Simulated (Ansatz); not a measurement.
Compare A (`C[Si](O)([SiH3])S`) with its isomer B (`OC([SiH3])([SiH3])S`).

Gas-phase electronic energies from Ansatz, PBE0-D4/def2-TZVP geometries. CBS: MP2 limit from def2 TZ/QZ plus the TZ coupled-cluster correction, frozen cores. DFT in def2-TZVPP. B3LYP here is the variant with VWN-RPA as its local correlation; programs differ in this. Each species was taken in one conformer, which may not be the lowest.

Question: Which is lower in electronic energy at CCSD(T)/CBS, and by how much? (Best estimate.)

Answer: Computed: A, by 76.6 kcal/mol.

Question: Give E(B) − E(A) in kcal/mol with r2SCAN-D4, CCSD/def2-TZVPP, MP2/def2-TZVPP, ωB97M-V, B3LYP, PBE-D4, B3LYP-D4. (Estimate.)

Answer: Ansatz gave: r2SCAN-D4 77.9, CCSD/def2-TZVPP 76.9, MP2/def2-TZVPP 76.9, ωB97M-V 75.2, B3LYP 77.1, PBE-D4 74.8, B3LYP-D4 75.8. None reverses the order clearly.

Largest T1 diagnostic: 0.013.

In def2-TZVPP, CCSD(T) changes the Hartree–Fock value by −4.0 kcal/mol (the triples alone add −1.1 kcal/mol) and MP2 by −2.9 kcal/mol. The D4 term adds −1.3 kcal/mol with B3LYP and −0.6 kcal/mol with PBE0; it sums over pairs of atoms, weighted by their polarisabilities, and B3LYP, whose exchange is more repulsive, gets the larger term.
